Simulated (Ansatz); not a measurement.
Dissociation curve of trigermane, SMILES [GeH3][GeH2][GeH3] (H₈Ge₃). The Ge1–H11 bond (Ge1 also carries Ge, H, H; H11 carries nothing else) is stretched with both fragments frozen at the PBE0/def2-SVP optimised geometry.

Levels: RKS-PBE = restricted PBE/cc-pVDZ (Ansatz, a program for electronic structure); RKS-PBE0 = restricted PBE0/cc-pVDZ run with Ansatz; UKS-PBE = unrestricted PBE/cc-pVDZ (Ansatz); UKS-PBE0 = unrestricted PBE0/cc-pVDZ run with Ansatz; UCCSD(T) = CCSD(T) on UHF/cc-pVDZ, cores with 3d frozen (Ansatz).

Cost and agreement with UCCSD(T) over the 16 points of the scan, with UCCSD(T) as yardstick. Costs are rough ratios of core time within Ansatz on shared cores, each with its mean field (Kohn-Sham runs search longer for lower solutions than correlated ones do); the miss is the largest difference from UCCSD(T) of the curve after the mean shift, in eV.

```csv
level,relative cost,largest difference
RKS-PBE,1,0.900
RKS-PBE0,2,1.440
UKS-PBE,2,0.074
UKS-PBE0,4,0.138
```

Costs within a factor of two of each other count as equal.

The restricted form behind RKS-PBE, RKS-PBE0 keeps the bonding electrons paired and can't separate into open-shell fragments. The unrestricted determinant behind UKS-PBE is spin-contaminated at 2.85 to 4.44 Å (<S²> up to 1.0, against 0.00 for a pure singlet). The unrestricted determinant behind UKS-PBE0 is spin-contaminated at 2.55 to 4.44 Å (<S²> up to 1.0, against 0.00 for a pure singlet). The unrestricted determinant behind UCCSD(T) is spin-contaminated at 2.27 to 4.44 Å (<S²> up to 1.0, against 0.00 for a pure singlet).
